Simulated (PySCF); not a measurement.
A species of formula C5H7FSSi has this rotational fingerprint, computed with CAM-B3LYP/def2-SVPD in PySCF (dipole) on a GFN2-xTB geometry, gas phase:

* Rotational constants: A = 2072, B = 1001, C = 888.2 MHz
* Dipole components: |μa| = 0.46 D, |μb| = 0.94 D, |μc| = 1.23 D
* Inertial defect: -179.73 u·Å²
* κ: -0.81

Question: Which structure is it? (One computed conformer of each.)
A. `[CH:1]#[C:2][CH2:3]/[C:4](=[CH:5]/[F:6])[S:7][SiH3:8]` with C2–C3–C4–C5 1°, C3–C4–S7–Si8 -177°
B. `[CH:1]#[C:2][Si@@H:3]1[C@H:4]([F:5])[C@@H:6]1[S:7][CH3:8]` with C4–C6–S7–C8 68°

Answer: B. It is C#C[Si@@H]1[C@H](F)[C@@H]1SC, an asymmetric top, point group C1. The candidates at the same level (rigid rotor, commonest isotopes):

```tsv
SMILES	A (MHz)	B (MHz)	C (MHz)	μa (D)	μb (D)	μc (D)	Δ (u·Å²)	point group	rotor
C#CC/C(=C/F)S[SiH3]	3106	785.2	634.2	0.62	0.28	0.09	-9.50	near Cs	asymmetric top
C#C[Si@@H]1[C@H](F)[C@@H]1SC	2072	1001	888.2	0.46	0.94	1.23	-179.73	C1	asymmetric top
```

`C#CC/C(=C/F)S[SiH3]` has A 50 % too high. No structure here is proved a minimum.
